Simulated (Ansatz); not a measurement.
# How methods differ on SnClF (SMILES [F][Sn][Cl])

SnClF has 3 atoms, charge 0, and is taken as a singlet. As SMILES, `[F][Sn][Cl]`. Geometry: relaxed at PBE0-D4/def2-TZVP.

```xyz
3

F    -1.3896    0.2231   -0.7444
Sn    0.1643    0.8981    0.1907
Cl    1.2143   -1.1860    0.5405
```

Each level gives the energy change with the F1–Sn2 bond stretched from 1.935 to 3.870 Å (eV). The values are calculated.

| level | kind | program | value (eV) | less FCI/STO-3G | CPU time (all runs) |
| --- | --- | --- | --- | --- | --- |
| SVWN5/STO-3G (restricted) | LDA | Ansatz | 6.37 | +2.76 | 8.9 s |
| revPBE/STO-3G (restricted) | GGA | Ansatz | 5.83 | +2.22 | 16 s |
| r2SCAN/STO-3G (restricted) | meta-GGA | Ansatz | 6.32 | +2.71 | 53 s |
| BHLYP/STO-3G (restricted) | global hybrid | Ansatz | 7.55 | +3.94 | 5.7 s |
| r2SCAN0/STO-3G (restricted) | hybrid meta-GGA | Ansatz | 7.06 | +3.45 | 13 s |
| CAM-B3LYP/STO-3G (restricted) | range-separated hybrid | Ansatz | 7.47 | +3.86 | 6.6 s |
| wB97X/STO-3G (restricted) | range-separated hybrid | Ansatz | 7.65 | +4.04 | 21 s |
| B2PLYP/STO-3G (restricted) | double hybrid | Ansatz | 5.31 | +1.70 | 8.2 s |
| BCCD(T)/STO-3G (restricted) | coupled cluster or CI | Ansatz | 3.56 | -0.05 | 4.7 s |
| FCI/STO-3G | exact in the basis | Ansatz | 3.61 | 0.00 | 11 s |

FCI/STO-3G is exact within its basis and frozen core, so for wave-function methods in that basis the difference is their error; functionals converge differently with the basis, so for them it is only a difference. All-electron rows without a relativistic Hamiltonian named are non-relativistic. The first shape isn't each level's own minimum. The values span 3.56 to 7.65 eV. All rows use very small basis sets, so none should be taken for the real molecule's value. In the correlated wave-function rows the outer d shell of Sn is correlated, in sets not made for it. Times are those of the runs behind each value, whatever else they computed, on shared processors of several kinds: orders of magnitude only.
